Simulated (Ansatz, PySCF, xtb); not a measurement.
Pair of molecules: H2 (SMILES [H][H]) (first 2 atoms) with CH3NO (SMILES NC=O); geometry from B3LYP-D3(BJ)/def2-TZVP, rigid monomers moved along the line of their centres of mass till H1···O5 is 2.98 Å.
(charge 0, multiplicity 1):
| atom | x (Å) | y (Å) | z (Å) |
|---|---|---|---|
| H | -0.3146 | -0.2150 | 0.4739 |
| H | 0.0056 | -0.0064 | -0.1675 |
| N | 0.9939 | 0.7162 | 3.6953 |
| C | -0.0808 | 0.0033 | 4.1116 |
| O | -0.8722 | -0.5494 | 3.3813 |
| H | 1.1739 | 0.8125 | 2.7090 |
| H | 1.6149 | 1.1531 | 4.3529 |
| H | -0.1669 | -0.0256 | 5.2131 |

Interaction energies are E(AB) − E(A) − E(B) at the monomers' geometry in the complex; basis-set methods are counterpoise corrected. Rows marked so take none.

Correlated levels freeze the cores. CBS: X⁻³ extrapolation of the correlation energy, Hartree–Fock from the larger set. Rows in 3-21G, 6-31G* carry no dispersion term and start afresh at each structure (6-31G* with six Cartesian d functions).

Codes used: Ansatz (Gaussian orbitals); PySCF for 3-21G rows, 6-31G* rows, the dispersion terms; xtb for the GFN methods. Values without a source in brackets are computed.

```
level                                                     interaction energy (meV)
--------------------------------------------------------  ------------------------
GFN1-xTB                                                                     -26.4
HF/3-21G (no counterpoise)                                                   -51.6
HF/6-31G* (no counterpoise)                                                  -30.4
HF/aug-cc-pVDZ                                                               -17.3
B3LYP/6-31G* (no counterpoise)                                               -45.4
B3LYP-D4/def2-TZVPPD                                                         -33.6
M06-2X/6-31G* (no counterpoise)                                              -53.1
wB97X-V/def2-TZVPPD                                                            ___
MP2/CBS(aug-cc-pVDZ, aug-cc-pVTZ) + ΔCCSD(T)/aug-cc-pVDZ                       ___
```

Task: Fill in the missing entries.

Result: 
- wB97X-V/def2-TZVPPD, interaction energy (meV): -37.7
- MP2/CBS(aug-cc-pVDZ, aug-cc-pVTZ) + ΔCCSD(T)/aug-cc-pVDZ, interaction energy (meV): -36.1

Ansatz is an electronic-structure program.
